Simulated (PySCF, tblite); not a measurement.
Isomers of C5H8Cl2Si. Computed with GFN2-xTB (tblite): harmonic, unscaled wavenumbers at the GFN2-xTB geometry, gas phase. The method is semi-empirical: single wavenumbers can be off by several per cent or more. Modes of hydrogen on silicon can be 10 to 20 % off. One conformer each.

Electronic energies: PBE0/pcSseg-1 single points on the GFN2-xTB geometries (PySCF, gas phase).

| SMILES | electronic energy, lowest = 0 (kJ/mol) |
| --- | --- |
| C[C@@H]1[SiH2][C@H](Cl)C=C1Cl | 0.0 |
| C[C@@H]1[SiH2][C@@H](Cl)C=C1Cl | 0.9 |
| [SiH3][C@H]1[C@H](Cl)C=C[C@@H]1Cl | 29.4 |

How do GFN2-xTB zero-point energies change the relative energies?

| SMILES | ZPE (kJ/mol) | of it from modes above 1550 cm⁻¹ | electronic (kJ/mol) | with ZPE, lowest = 0 (kJ/mol) | lowest mode (cm⁻¹) | rings |
| --- | --- | --- | --- | --- | --- | --- |
| C[C@@H]1[SiH2][C@H](Cl)C=C1Cl | 294.3 | 145.8 | 0.0 | 0.0 | 33 | 1 |
| C[C@@H]1[SiH2][C@@H](Cl)C=C1Cl | 294.1 | 145.7 | 0.9 | 0.8 | 26 | 1 |
| [SiH3][C@H]1[C@H](Cl)C=C[C@@H]1Cl | 287.6 | 141.7 | 29.4 | 22.7 | 42 | 1 |

The zero-point energies span 6.7 kJ/mol, from `[SiH3][C@H]1[C@H](Cl)C=C[C@@H]1Cl` to `C[C@@H]1[SiH2][C@H](Cl)C=C1Cl`. The order is unchanged.

And how do the electronic energies of GFN2-xTB itself compare?

`C[C@@H]1[SiH2][C@H](Cl)C=C1Cl` 11.6; `C[C@@H]1[SiH2][C@@H](Cl)C=C1Cl` 12.6; `[SiH3][C@H]1[C@H](Cl)C=C[C@@H]1Cl` 0.0 kJ/mol, lowest = 0. Against the energies above, taken from the same isomer `C[C@@H]1[SiH2][C@H](Cl)C=C1Cl`, the largest difference is 41.0 kJ/mol.

What do entropy and thermal enthalpy add at 298.15 K and 1 bar (rigid rotor, harmonic oscillator, one conformer each)?

```csv
SMILES,point group,symmetry number,S (J/(mol K)),H − H(0) (kJ/mol),ZPE + H − H(0) − TS (kJ/mol)
C[C@@H]1[SiH2][C@H](Cl)C=C1Cl,C1,1,409.3,27.77,200.0
C[C@@H]1[SiH2][C@@H](Cl)C=C1Cl,C1,1,411.6,27.79,199.2
[SiH3][C@H]1[C@H](Cl)C=C[C@@H]1Cl,Cs,1,407.5,27.34,193.4
```
